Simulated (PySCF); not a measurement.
CH4O4Si, SMILES O=C([SiH](O)O)O.

Geometry: PBE0-D3(BJ)/def2-SVP. One conformer was computed; it need not be the lowest.

Computed with TDA-B3LYP/def2-SVPD run with PySCF.

Vertical excitations. Isolated molecule, no solvent.

| state | energy (eV) | λ (nm) | f | main pairs |
|---|---|---|---|---|
| S1 | 5.10 | 243 | 0.005 | HOMO→LUMO 95 % |
| S2 | 6.89 | 180 | 0.010 | HOMO−1→LUMO 93 % |
| S3 | 7.01 | 177 | 0.020 | HOMO−2→LUMO 74 %, HOMO→LUMO+1 13 % |
| S4 | 7.10 | 175 | 0.054 | HOMO→LUMO+1 71 %, HOMO−2→LUMO 15 % |
| S5 | 7.24 | 171 | 0.021 | HOMO→LUMO+2 69 %, HOMO−3→LUMO 18 % |
| S6 | 7.39 | 168 | 0.007 | HOMO−4→LUMO 83 % |
| S7 | 7.67 | 162 | 0.043 | HOMO→LUMO+3 80 % |
| S8 | 8.11 | 153 | 0.024 | HOMO−1→LUMO+1 77 % |
| S9 | 8.22 | 151 | 0.090 | HOMO−3→LUMO 40 %, HOMO−2→LUMO+1 14 %, HOMO→LUMO+5 12 %, HOMO→LUMO+2 9 % |
| S10 | 8.33 | 149 | 0.034 | HOMO−2→LUMO+1 47 %, HOMO→LUMO+4 14 %, HOMO−2→LUMO+2 9 % |
| T1 | 4.42 | 281 | 0 | HOMO→LUMO 95 % |
| T2 | 5.66 | 219 | 0 | HOMO−3→LUMO 72 % |
| T3 | 6.66 | 186 | 0 | HOMO−1→LUMO 87 % |
| T4 | 6.74 | 184 | 0 | HOMO−2→LUMO 48 %, HOMO−4→LUMO 29 %, HOMO−3→LUMO 10 % |
Triplets are in the Tamm–Dancoff approximation.
